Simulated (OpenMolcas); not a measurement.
## Cr2+ in a ligand field

Cr2+ with 3 ligands (fluoride) in trigonal planar coordination (D3h) at 1.92 Å. A charge of +0.333 e stands 3.2 Å behind each ligand. Ligand basis ANO-RCC-VDZP.

* Program: OpenMolcas 26.06
* Method: SS-CASPT2, IPEA 0.25 Eh, imaginary shift 0.1 Eh (closed shells correlated: 3s 3p and the ligand valence shells)
* Basis: ANO-RCC-VTZP [6s5p3d2f1g]
* Scalar Hamiltonian: DKH2, point nucleus
* Active space: 4 electrons in 5 orbitals (3d)
* State averaging: 2S+1 = 5 even, 5 roots; 2S+1 = 3 even, 45 roots; 2S+1 = 1 even, 50 roots
* Spin-orbit coupling: RASSI with atomic mean-field integrals over the reference wave functions

The lowest spin-free states (labels of D3, the rotations of D3h), above the lowest:

```
State  Degeneracy  E (cm-1)
   5E           2         0
   5E           2      9720
  5A1           1     12550
  3A2           1     14100
  3A1           1     14110
  3A2           1     14530
   3E           2     15920
   3E           2     15970
   3E           2     16540
   3E           2     16670
  3A2           1     17200
   3E           2     19000
  3A2           1     20260
  3A1           1     20260
  3A1           1     20570
  1A1           1     21800
   1E           2     21950
   3E           2     22240
   1E           2     22570
  3A2           1     23150
```

The lowest levels with spin-orbit coupling:

```tsv
E (cm-1)	Degeneracy	Label	2S+1	g
0	2		5	0.00 0.00 4.45
120	2	E	5	0.00 0.00 0.45
240	2	E	5	0.00 0.00 3.56
350	1	A1	5	
350	1	A2	5	
470	2	E	5	0.00 0.00 11.56
9820	2	E	5	0.00 0.00 6.01
9870	1	A1	5	
9900	1	A2	5	
9940	2	E	5	0.00 0.00 1.99
10010	2	E	5	0.00 0.00 5.95
10070	2		5	0.00 0.00 9.94
12790	2	E	5	0.00 0.00 8.00
12790	2	E	5	0.00 0.00 4.00
12790	1	A1	5	
14080	2	E	3	0.00 0.00 1.39
14340	1	A1	3	
14350	1	A2	3	
14610	2	E	3	0.00 0.00 9.39
14750	2	E	3	0.00 0.00 4.00
```

Electric-dipole absorption from the lowest level at this geometry, strongest bands:

| E (cm-1) | λ (nm) | Label | f |
| --- | --- | --- | --- |
| 470 | 21200 | E | 1.41e-05 |
| 10070 | 993 |  | 7.32e-05 |
| 12790 | 782 | E | 3.41e-05 |

Powder χT (cm3 K/mol): 0.642 at 2 K, 0.735 at 10 K, 1.17 at 50 K, 1.57 at 100 K, 2.12 at 200 K, 2.45 at 300 K. The effective moment at 300 K is 2.828 √(χT) = 4.43 μB.

The lowest level has 2S+1 = 5, for which the spin-only value is χT = S(S+1) / 2 = 3.000 cm3 K/mol (g = 2). The computed 2.453 at 300 K differs by -0.547, through orbital momentum, spin-orbit coupling and any other state in reach.

Roots that are degenerate in the reference are averaged as groups; the widest CASPT2 spread within a group is 300 cm-1 (the 2-fold group of multiplicity 5 near 0 cm-1 above the lowest state of its run). Shifts and gaps below about the spread of the groups concerned are not significant. An orbital doublet at a regular site is open to a Jahn-Teller distortion, which this geometry leaves out. Ligand-to-metal charge-transfer states are missing. With no ligand orbital active B as a rule stays too high, so bands that hang on it stand too high and its fall with covalency is understated. No measured value stands beside these numbers; the geometry was imposed, not optimised, and the real ion may take another.

The CASPT2 steps took 4.2 min on 1 thread of Arm Neoverse V2, with other jobs on the host; the integral step is not counted.

With an even number of electrons the g values are those of a degenerate or nearly degenerate non-Kramers pair.
